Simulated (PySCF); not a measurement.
# Radial density of Sn (tin, neutral)

B2PLYP, [Kr] 4d10 5s2 5p1 5d1, one real determinant (an excited configuration). Calculation: PySCF 2.14, in aug-cc-pVQZ-DK3 (9s8p6d3f2g, 102 functions); scalar relativity by spin-free X2C-1e.

```json
{"r (bohr)": "0.0303", "4πr²ρ (e/bohr)": "58.67", "4πr²(ρα − ρβ)": "0.0050"}
{"r (bohr)": "0.0510", "4πr²ρ (e/bohr)": "59.87", "4πr²(ρα − ρβ)": "0.0116"}
{"r (bohr)": "0.0858", "4πr²ρ (e/bohr)": "82.32", "4πr²(ρα − ρβ)": "0.0074"}
{"r (bohr)": "0.144", "4πr²ρ (e/bohr)": "61.24", "4πr²(ρα − ρβ)": "-0.0029"}
{"r (bohr)": "0.243", "4πr²ρ (e/bohr)": "66.80", "4πr²(ρα − ρβ)": "0.0229"}
{"r (bohr)": "0.408", "4πr²ρ (e/bohr)": "37.05", "4πr²(ρα − ρβ)": "0.0003"}
{"r (bohr)": "0.687", "4πr²ρ (e/bohr)": "22.45", "4πr²(ρα − ρβ)": "0.0577"}
{"r (bohr)": "1.16", "4πr²ρ (e/bohr)": "14.02", "4πr²(ρα − ρβ)": "-0.0055"}
{"r (bohr)": "1.94", "4πr²ρ (e/bohr)": "2.997", "4πr²(ρα − ρβ)": "0.3455"}
{"r (bohr)": "3.27", "4πr²ρ (e/bohr)": "0.8010", "4πr²(ρα − ρβ)": "0.3772"}
{"r (bohr)": "5.50", "4πr²ρ (e/bohr)": "0.2118", "4πr²(ρα − ρβ)": "0.2000"}
{"r (bohr)": "9.25", "4πr²ρ (e/bohr)": "0.08824", "4πr²(ρα − ρβ)": "0.0882"}
{"r (bohr)": "15.6", "4πr²ρ (e/bohr)": "0.0001149", "4πr²(ρα − ρβ)": "0.0001"}
```

Densities and radii are taken from the X2C orbitals without a picture-change correction, which distorts them close to the nucleus.

⟨L²⟩ = 8.01 against 12 for a pure F term, so this real determinant mixes terms. The outer electron is Rydberg-like, and this basis confines it to a smaller radius and binds it less than a complete one would.

Task: Where is the radial spin density 4πr²(ρα − ρβ) most negative, and why is it negative at all?

Result: Around r = 1.16 bohr, down to -0.0055 e/bohr: exchange with the open shell polarises the paired shells in an unrestricted calculation.
